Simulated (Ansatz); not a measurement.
```yaml
atoms:
  - { symbol: H, position_ang: [0.0000, 0.0000, 0.0000] }
  - { symbol: Be, position_ang: [0.0000, 2.6561, 1.5335] }
  - { symbol: Be, position_ang: [0.0000, -2.6561, 1.5335] }
```

Basis set: pcseg-2 (spherical functions). Charge 0, multiplicity 2.

Computed with Ansatz (development build ahead of 0.2.0); each method stands on the lowest determinant of its kind that the runs found. Restricted functionals stand beside restricted open-shell atoms, which can lie above the unrestricted atoms usual in DFT and then raise those values.

Q: Give the atomization energy at this shape (free ground-state atoms in the same class of orbitals less the molecule, no zero-point energy) of doublet Be₂H by PBE (unrestricted), PBE (restricted open-shell).

A:

```json
{"method": "PBE (unrestricted)", "atomization energy": "12.7 kJ/mol"}
{"method": "PBE (restricted open-shell)", "atomization energy": "9.1 kJ/mol"}
```

Caution: charge can spread falsely over distant fragments.

The shape needn't be a minimum at these levels.
